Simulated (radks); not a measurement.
Values are calculated unless marked as measured or tabulated.
All-electron atom: W+ in [Xe] 4f14 5d4 6s1. Level of theory: Dirac Kohn-Sham, PBE, spin-unpolarised, spherical densities, point nucleus; open shells fill j = l - 1/2 first (a radial shooting solver on a logarithmic mesh with Libxc functionals).

Radial electron density D(r) = 4 pi r^2 rho(r):

| r (bohr) | D(r) (e/bohr) |
|---|---|
| 0.002296 | 26.36 |
| 0.003112 | 38.95 |
| 0.004184 | 54.68 |
| 0.00567 | 73.25 |
| 0.007684 | 91.04 |
| 0.01041 | 102.9 |
| 0.01411 | 104.2 |
| 0.01913 | 96.90 |
| 0.02592 | 93.17 |
| 0.03513 | 106.8 |
| 0.04762 | 130.0 |
| 0.06453 | 131.9 |
| 0.08676 | 110.2 |
| 0.1176 | 109.2 |
| 0.1594 | 124.1 |
| 0.216 | 93.28 |
| 0.2927 | 63.53 |
| 0.3967 | 75.27 |
| 0.5376 | 60.50 |
| 0.7286 | 30.25 |
| 0.9875 | 17.65 |
| 1.338 | 10.58 |
| 1.814 | 4.678 |
| 2.439 | 1.960 |
| 3.305 | 0.7596 |
| 4.479 | 0.1864 |
| 6.07 | 0.02063 |
| 8.227 | 0.0007235 |

D(r) has 4 maxima, at r = 0.0125, 0.0563, 0.157, 0.416 bohr, and minima at 0.0243, 0.102, 0.295 bohr, inside which lie 2.01, 11.12, 29.88 electrons.
